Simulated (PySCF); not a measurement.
**How methods differ on the ionisation energy of Ge²⁺**

Ge²⁺ [Ar] 3d10 4s2 (1S) → Ge³⁺ [Ar] 3d10 4s1 (2S), as a difference of total energies. Computed with PySCF 2.14 in def2-TZVPPD (7s5p5d1f, 54 functions), with the non-relativistic Hamiltonian (point nucleus). Correlated levels: valence and next inner shell: [Ne] frozen. The calculations carry no spin-orbit coupling.

Q: Order these methods by the ionisation energy they give, lowest first.
A. MP2 (valence and next inner shell)
B. SCS-MP2 (valence and next inner shell)
C. CCSD(T) (valence and next inner shell)
D. UHF

A: D (31.715 eV), A (32.916 eV), B (32.991 eV), C (33.152 eV).

These non-relativistic numbers lack the scalar-relativistic shift.

Errors of the correlated levels include the incompleteness of this basis and the frozen core.

For comparison: 34.058 eV (measured; NIST Atomic Spectra Database, ionization energies).
